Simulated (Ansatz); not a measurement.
`C[O][GeH2][CH2][Si](C)(C)C`, relaxed with RKS PBE-D4/def2-SVP in Ansatz 0.2.0 from a rough embedded geometry. The force threshold is 0.03 eV/Å; the program also tests the step.

The species carries charge 0 and has multiplicity 1.

Start:

```xyz
24

C     2.779   -1.434   -0.778
O     2.587   -0.195   -0.052
Ge    1.645    0.894   -1.101
C    -0.296    0.248   -1.279
Si   -1.074    0.173    0.402
C    -2.852   -0.308    0.124
C    -1.071    1.861    1.204
C    -0.297   -1.063    1.511
H     3.388   -1.174   -1.721
H     1.863   -1.909   -0.995
H     3.438   -2.048   -0.130
H     1.589    2.330   -0.538
H     2.297    0.987   -2.502
H    -0.199   -0.740   -1.744
H    -0.779    0.929   -1.950
H    -3.363    0.456   -0.545
H    -3.389   -0.342    1.103
H    -2.871   -1.298   -0.372
H    -1.477    2.611    0.510
H     0.038    2.169    1.453
H    -1.622    1.833    2.160
H    -0.889   -1.249    2.417
H    -0.194   -2.025    1.012
H     0.751   -0.703    1.809
```

```csv
step,energy (eV),largest force (eV/Å),largest move (Å)
1,-71852.5058,3.440,0.000
2,-71853.0210,1.100,0.134
3,-71853.0961,0.524,0.200
4,-71853.1327,0.185,0.125
5,-71853.1396,0.089,0.052
6,-71853.1413,0.025,0.044
7,-71853.1421,0.037,0.041
8,-71853.1425,0.021,0.033
```

End:

```xyz
24

C     2.848   -1.435   -0.643
O     2.603   -0.122   -0.188
Ge    1.612    0.976   -1.241
C    -0.252    0.357   -1.303
Si   -1.118    0.194    0.388
C    -2.917   -0.325    0.099
C    -1.078    1.870    1.269
C    -0.224   -1.101    1.435
H     3.321   -1.463   -1.656
H     1.925   -2.064   -0.686
H     3.549   -1.929    0.065
H     1.763    2.355   -0.553
H     2.268    0.972   -2.659
H    -0.271   -0.618   -1.836
H    -0.813    1.077   -1.939
H    -3.462    0.428   -0.508
H    -3.456   -0.437    1.062
H    -2.974   -1.296   -0.435
H    -1.541    2.666    0.649
H    -0.040    2.184    1.503
H    -1.637    1.821    2.227
H    -0.682   -1.186    2.442
H    -0.266   -2.103    0.959
H     0.843   -0.822    1.551
```

Run time 16 s (6 threads of an AMD EPYC 7R13 on a shared host and a share of an NVIDIA H100 80 GB); peak host memory 0.89 GiB.
